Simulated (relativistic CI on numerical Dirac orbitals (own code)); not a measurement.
**V³⁺ in a cubic cluster: 1s photoemission with charge transfer**

Computed with a charge-transfer multiplet model of a cubic metal-ligand cluster with up to 2 ligand holes, Slater and spin-orbit integrals from Dirac-Coulomb-Breit ions, Slater integrals scaled by 0.8. The ground state mixes d2 with configurations of k ligand holes L, whose averages lie at kΔ + k(k − 1)U_dd/2; a core hole lowers each added d electron by U_cd. 20 K, Lorentzian 1.1 eV and Gaussian 0.6 eV FWHM.

Atomic integrals in eV (Slater integrals scaled, ζ unscaled), ground: F2dd 8.057, F4dd 5.049, zeta_d 0.024; with the core hole: F2dd 9.441, F4dd 5.946, zeta_d 0.040, G2cd 0.044.

Cluster parameters (eV): Δ = 4.9, U_dd = 5.7, U_cd = 7, 10Dq = 1.3, 10Dq(ligand) = 0.2, final-state hopping factor = 0.8.

| Case | n_d | d2 | d3L | d4L2 | S |
| --- | --- | --- | --- | --- | --- |
| V(eg) = 0.9 eV, V(t2g) = -0.49 eV | 2.13 | 0.87 | 0.13 | 0.00 | 1.00 |
| V(eg) = 1.2 eV, V(t2g) = -0.65 eV | 2.20 | 0.80 | 0.19 | 0.01 | 1.00 |
| V(eg) = 1.5 eV, V(t2g) = -0.81 eV | 2.27 | 0.74 | 0.24 | 0.01 | 1.00 |

Weights, n_d and S are thermal averages at 20 K. Binding energies count from the first peak over 30 % of the highest in each spectrum, which can be another peak from case to case. The parameters are a model scan and need not match a compound or its usual spin state. Peaks in eV (height, largest 100):
- V(eg) = 0.9 eV, V(t2g) = -0.49 eV: 0.0 (78), 4.2 (100)
- V(eg) = 1.2 eV, V(t2g) = -0.65 eV: 0.0 (100), 0.5 (100), 5.3 (80)
- V(eg) = 1.5 eV, V(t2g) = -0.81 eV: 0.0 (100), 3.7 (21), 6.1 (48)

Curve for V(eg) = 1.5 eV, V(t2g) = -0.81 eV (points under 2 left out, the grid thinned):

E (eV), Intensity and a bar:
```
     -3.3        4.1 #
     -3.0        4.9 #
     -2.6        6.3 #
     -2.3        7.8 ##
     -2.0       10.0 ##
     -1.7       13.4 ###
     -1.3       21.5 ######
     -1.0       32.8 #########
     -0.7       52.3 ###############
     -0.3       87.2 ##########################
      0.0      100.0 ##############################
      0.3       91.6 ###########################
      0.7       75.8 #######################
      1.0       68.6 ####################
      1.3       56.6 #################
      1.6       41.8 ############
      2.0       29.0 ########
      2.3       24.8 #######
      2.6       22.2 ######
      3.0       20.4 ######
      3.3       20.7 ######
      3.6       21.3 ######
      3.9       21.0 ######
      4.3       20.2 ######
      4.6       20.4 ######
      4.9       21.8 ######
      5.3       27.7 ########
      5.6       36.5 ###########
      5.9       45.7 #############
      6.3       47.0 ##############
      6.6       40.8 ############
      6.9       34.7 ##########
      7.2       28.7 ########
      7.6       19.6 #####
      7.9       14.1 ####
      8.2       10.4 ###
      8.6        7.4 ##
      8.9        6.0 #
      9.2        5.0 #
      9.6        4.2 #
      9.9        3.8 #
     10.2        3.5 
     10.5        3.0 
     10.9        2.4 
     11.2        2.1
```

For the case V(eg) = 1.5 eV, V(t2g) = -0.81 eV, Δ = 4.9 eV is smaller than U_dd = 5.7 eV, the charge-transfer side of the Zaanen-Sawatzky-Allen scheme. With the core hole the average of the configuration with one ligand hole lies at Δ − U_cd = -2.1 eV before mixing: the effective hopping of about 2.7 eV (from the holes of the mixed ground state) is comparable with this gap or larger, so the configurations mix strongly.
